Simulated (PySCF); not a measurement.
HgBr2, SMILES [Br][Hg][Br].

Geometry: PBE-D3(BJ)/def2-SVP. The isomer is the one that the SMILES or the coordinates give; other isomers of the formula were not compared. The def2 effective core potentials stand for the cores of Hg; spin–orbit coupling is left out.

Calculation: PBE-D3(BJ)/def2-SVP (PySCF).

Frequencies are harmonic and unscaled.

Modes within 1.5 cm⁻¹ of each other (mostly degenerate sets) share a row, with their intensities summed.

| mode | ν (cm⁻¹) | IR (km/mol) | moving atoms (share of kinetic energy) |
|---|---|---|---|
| 1–2 | 66 | 2.7 | Br 56 %, Hg 44 % |
| 3 | 202 | 0.0 | Br 100 % |
| 4 | 274 | 24.4 | Br 56 %, Hg 44 % |
